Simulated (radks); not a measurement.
Initial-state core-level shifts of the ytterbium ion Yb+ when its valence configuration changes from [Xe] 4f14 6s1. Calculated with a radial shooting solver on a logarithmic mesh with Libxc functionals: non-relativistic Kohn-Sham, TPSS, spin-polarised, spherical densities, point nucleus; open shells are filled with parallel spins first (spin-orbit coupling, left out, can overturn this in heavy ions); meta-GGA in the generalised Kohn-Sham scheme; relativity is left out, which matters for an element this heavy. Shifts are changes of the shell-averaged eigenvalues in eV (positive: less bound); the change of the density at the nucleus, which sets a Mossbauer isomer shift, is in e/bohr^3, on a base of 2.451e+05.

| valence | 3s | 4s | 4p | 5p | density at nucleus |
|---|---|---|---|---|---|
| 4f12 5d2 6s1 | -19.240 | -17.657 | -17.475 | -6.427 | +24.73 |
| 4f13 6s2 | -12.231 | -11.629 | -11.553 | -6.226 | +24.38 |
| 4f13 5d1 6s1 | -9.175 | -8.552 | -8.472 | -3.378 | +11.82 |
| 4f11 6s2 6p2 | -43.357 | -40.407 | -40.113 | -20.784 | +65.61 |
| 4f13 6s1 6p1 | -13.184 | -12.585 | -12.510 | -7.139 | +14.13 |
| 4f13 5d1 6p1 | -10.308 | -9.690 | -9.610 | -4.504 | +1.80 |
| 4f12.5 5d1 6s1.5 | -15.687 | -14.635 | -14.509 | -6.413 | +24.31 |
| 4f13.5 5d0.5 6s1 | -4.477 | -4.205 | -4.168 | -1.743 | +5.76 |
| 4f14 6p1 | -1.213 | -1.223 | -1.224 | -1.222 | -8.31 |
